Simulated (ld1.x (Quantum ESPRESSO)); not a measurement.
revPBE ultrasoft dataset for tin (Sn), fully relativistic all-electron reference.

| Item | Value |
| --- | --- |
| Element | Sn (Z = 50) |
| Generator | ld1.x (Quantum ESPRESSO) 7.5 |
| Type | ultrasoft |
| Functional | revPBE |
| Relativity | fully relativistic |
| Frozen core | [Kr] 4d10 |
| Valence charge | 4 |
| Reference configuration | 5s2 5p1 (charge +1) |
| Partial waves | 5s (bound): rcut 1.55, rcutus 2.15 bohr; 5s channel at 0.15 Ry: rcut 1.55, rcutus 2.15 bohr; 5p (bound): rcut 2.40, rcutus 2.75 bohr; 5p channel at -0.1 Ry: rcut 2.40, rcutus 2.75 bohr; 5d channel at 0.4 Ry: rcut 1.65, rcutus 2.25 bohr; 5d channel at 1.5 Ry: rcut 1.65, rcutus 2.25 bohr |
| Local potential | all-electron potential smoothed inside 2.20 bohr (lloc = -1) |
| Core correction | none |
| Augmentation charge | built from norm-conserving waves at rcut, not smoothed further |

Open shells are filled in proportion to 2j + 1 (rel_dist='average').

All-electron outer shells of the reference configuration (revPBE, scalar-relativistic, ld1.x):

```json
{"shell": "4d", "level (eV)": "-33.78", "outermost node (bohr)": "0.39", "outermost maximum (bohr)": "0.88"}
{"shell": "5s", "level (eV)": "-17.72", "outermost node (bohr)": "0.98", "outermost maximum (bohr)": "1.99"}
{"shell": "5p", "level (eV)": "-10.17", "outermost node (bohr)": "1.08", "outermost maximum (bohr)": "2.43"}
```

Results:

```
Cutoffs needed                            : 6 Ry and 10 Ry (the cutoffs (Ry, on a coarse ladder) from which the occupation-weighted sum of valence levels, in a spherical-Bessel basis at the reference potential, stays within 10 and 1 mRy of its value at 400 Ry)
Ghost test                                : no extra level below or beside the all-electron valence levels (s, p1/2, p3/2, d3/2, d5/2, f tested) (spherical-Bessel basis up to 400 Ry, 20 bohr box)
Largest excitation error                  : +66 meV (all-electron minus pseudo) for 5s1 5p0, out of 7 test configurations
Lowest eigenvalue of the overlap operator : 0.38 (s channel)
```

Generation and tests took about 1.8 s on one core of a shared server CPU.
